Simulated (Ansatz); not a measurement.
Start from `C[Se][Ti]([Cl])([Cl])[Cl]` and change one atom or group to get `[NH2][Ti]([Cl])([Cl])[Cl]`.

Ansatz, PBE0-D4/def2-TZVP geometries, multiplicity 1. Each molecule was computed in one conformer, which needn't be the lowest.

Scalar relativity is left out up to krypton.

```
                                                                                  property  `C[Se][Ti]([Cl])([Cl])[Cl]`
                                                   HOMO–LUMO gap (ωB97M-V/def2-TZVPP) / eV                         8.18
                                            zero-point energy (PBE0-D4/def2-TZVP) / kJ/mol                        111.4
                                                        LUMO energy (PBE0/def2-TZVPP) / eV                        -3.42
                                                     LUMO energy (ωB97M-V/def2-TZVPP) / eV                        -1.31
ideal-gas entropy at 298 K and 1 bar (rigid rotor, harmonic PBE0-D4/def2-TZVP) / J/(mol·K)                          445
                                          size of the dipole moment (B3LYP/def2-TZVPP) / D                         2.10
```

Give the same properties after the change, and the shifts. (An estimate is asked.)

Ansatz gave: 
```
                                                                                  property  `[NH2][Ti]([Cl])([Cl])[Cl]`  shift
                                                   HOMO–LUMO gap (ωB97M-V/def2-TZVPP) / eV                         9.78   1.60
                                            zero-point energy (PBE0-D4/def2-TZVP) / kJ/mol                         75.3  -36.1
                                                        LUMO energy (PBE0/def2-TZVPP) / eV                        -3.16   0.26
                                                     LUMO energy (ωB97M-V/def2-TZVPP) / eV                        -0.97   0.34
ideal-gas entropy at 298 K and 1 bar (rigid rotor, harmonic PBE0-D4/def2-TZVP) / J/(mol·K)                          391    -54
                                          size of the dipole moment (B3LYP/def2-TZVPP) / D                         2.95   0.85
```

With PBE0 the HOMO falls by 1.06 eV and the LUMO rises by 0.26 eV, so the gap widens by about 1.32 eV. PBE moves the HOMO by -0.76 eV and ωB97M-V by -1.26 eV. The zero-point energy changes by -36.1 kJ/mol with -6 modes. Dipoles are sizes alone; their direction can turn. Modes under 60 cm⁻¹, often nearly free rotors, make the harmonic entropy too high.

B3LYP here is the variant with VWN-RPA as its local correlation; programs differ in this.

Spin–orbit coupling is left out; it splits and shifts lone-pair levels of the heavy atoms by tenths of an eV.
